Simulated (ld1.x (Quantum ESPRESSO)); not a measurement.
## Te (Z = 52): excitation energies, all-electron against TM semilocal

tellurium, norm-conserving Troullier–Martins (semilocal form), made with ld1.x (Quantum ESPRESSO) 7.5 (PBE, scalar-relativistic). Core [Kr] 4d10, reference 5s2 5p4. Waves: 5s (bound): rc 1.35 bohr; 5p (bound): rc 2.05 bohr. Local part: the p channel. Core correction: a·sin(br)/r model core, default radius (core density twice the valence density).

Energies are relative to the spin-unpolarised reference configuration 5s2 5p4; without spin polarisation the order of configurations can differ from experiment.

```json
{"valence configuration": "5s2 5p3", "charge": "+1", "ΔE all-electron (eV)": "9.729", "error AE − PS (meV)": "-2.8"}
{"valence configuration": "5s2 5p2", "charge": "+2", "ΔE all-electron (eV)": "27.653", "error AE − PS (meV)": "-14"}
{"valence configuration": "5s2 5p1", "charge": "+3", "ΔE all-electron (eV)": "54.551", "error AE − PS (meV)": "-50"}
{"valence configuration": "5s2 5p3.5", "charge": "+0.5", "ΔE all-electron (eV)": "3.897", "error AE − PS (meV)": "-1.0"}
{"valence configuration": "5s1 5p5", "charge": "0", "ΔE all-electron (eV)": "9.255", "error AE − PS (meV)": "-20"}
{"valence configuration": "5s0 5p6", "charge": "0", "ΔE all-electron (eV)": "18.701", "error AE − PS (meV)": "-93"}
```

Problem. What are ΔE and the potential's error for 5s2 5p4.3?

Solution. ΔE = -1.469 eV all-electron; the error (AE − PS) is +0.4 meV.
